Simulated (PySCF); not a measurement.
Radial density of Gd³⁺ (gadolinium, charge +3)

r2SCAN, [Xe] 4f7, high-spin 8S determinant. Calculation: PySCF 2.14, in ANO-RCC-VTZP (8s7p5d3f2g1h, 104 functions); scalar relativity by spin-free X2C-1e.

| r (bohr) | 4πr²ρ (e/bohr) | 4πr²(ρα − ρβ) |
| --- | --- | --- |
| 0.0200 | 81.41 | 0.0047 |
| 0.0336 | 76.87 | 0.0115 |
| 0.0565 | 108.6 | 0.0184 |
| 0.0951 | 96.20 | 0.0342 |
| 0.160 | 94.59 | 0.4533 |
| 0.269 | 67.79 | 2.7986 |
| 0.453 | 47.06 | 7.7668 |
| 0.761 | 29.30 | 7.2956 |
| 1.28 | 10.82 | 2.5024 |
| 2.15 | 2.353 | 0.1611 |
| 3.62 | 0.04283 | 0.0037 |
| 6.09 | 8.145e-05 | 0.0001 |
| 10.2 | 2.183e-05 | 0.0000 |

Densities and radii are taken from the X2C orbitals without a picture-change correction, which distorts them close to the nucleus.

Spin-orbit coupling, which splits the p, d and f shells strongly at this Z, is absent.
